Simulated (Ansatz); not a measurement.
CH$_{6}$AlNS, SMILES `C[NH][AlH][SH]`, relaxed with RKS PBE-D4/def2-SVP in Ansatz from a rough embedded geometry. The force threshold is 0.03 eV/Å; the program also tests the step.

Charge 0, multiplicity 1.

Start:

```xyz
10

C    -1.380    0.049   -0.601
N    -0.637   -0.844    0.182
Al    1.223   -0.465   -0.071
S     2.101    1.520    0.506
H    -1.232    1.149   -0.299
H    -2.529   -0.134   -0.437
H    -1.211   -0.065   -1.670
H    -0.846   -0.686    1.235
H     2.180   -1.678   -0.612
H     2.329    1.155    1.767
```

```tsv
step	energy (eV)	largest force (eV/Å)	largest move (Å)
1	-20038.5943	3.456	0.000
2	-20038.9146	1.300	0.173
3	-20039.0043	0.466	0.129
4	-20039.0792	0.325	0.200
5	-20039.1534	0.349	0.200
6	-20039.2148	0.794	0.195
7	-20039.3214	0.542	0.200
8	-20039.4138	0.754	0.191
9	-20039.5108	0.441	0.200
10	-20039.5771	0.274	0.200
11	-20039.6167	0.571	0.195
12	-20039.6528	0.464	0.194
13	-20039.6973	0.101	0.200
14	-20039.7220	0.097	0.200
15	-20039.7335	0.466	0.191
16 (rejected)	-20039.6930	1.078	0.195
17	-20039.7449	0.163	0.098
18	-20039.7505	0.019	0.100
19 (rejected)	-20039.7498	0.237	0.143
20	-20039.7525	0.047	0.070
21	-20039.7525	0.078	0.073
22	-20039.7549	0.010	0.037
23	-20039.7551	0.015	0.031
```

End:

```xyz
10

C    -1.354    0.322   -0.148
N    -0.403   -0.748    0.091
Al    1.383   -0.748    0.207
S     2.531    1.126   -0.003
H    -2.057    0.480    0.703
H    -1.974    0.154   -1.060
H    -0.822    1.285   -0.302
H    -0.871   -1.653    0.212
H     2.147   -2.117    0.467
H     1.419    1.899   -0.166
```

Run time 72 s (2 threads of an Arm Neoverse N1 on a shared host); peak host memory 0.15 GiB.
